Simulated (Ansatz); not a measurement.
Process, species as SMILES: C[Si](C)(C)[O-] -> [CH2-][Si](C)(C)O
Structures are relaxed separately at B3LYP-D3(BJ)/def2-TZVP in Ansatz (a quantum-chemistry and plane-wave program), one conformer each, not searched for the lowest. Frequencies are from Ansatz.

Wanted: isomerisation energy (0 K, with B3LYP-D3(BJ) harmonic zero-point energies), in kJ/mol. Valence correlation only, unless marked. No spin-orbit coupling. Non-relativistic. Anions need diffuse functions: aug- sets have them; def2-D sets add few; the other sets have none. CBS marks a two-point X^-3 extrapolation of the correlation energy; Hartree-Fock from the larger set. The bracket is a focal-point correction in the basis named.

| level | program | isomerisation energy (kJ/mol) |
|---|---|---|
| HF/6-31G | Ansatz | 103.5 |

Q: Estimate the value at RI-MP2/CBS(aug-cc-pV(T+d)Z,aug-cc-pV(Q+d)Z)+[CCSD(T)-MP2]/aug-cc-pV(T+d)Z as computed with Ansatz.

A: 104.3 kJ/mol, so HF/6-31G differs from it by -0.8 kJ/mol.
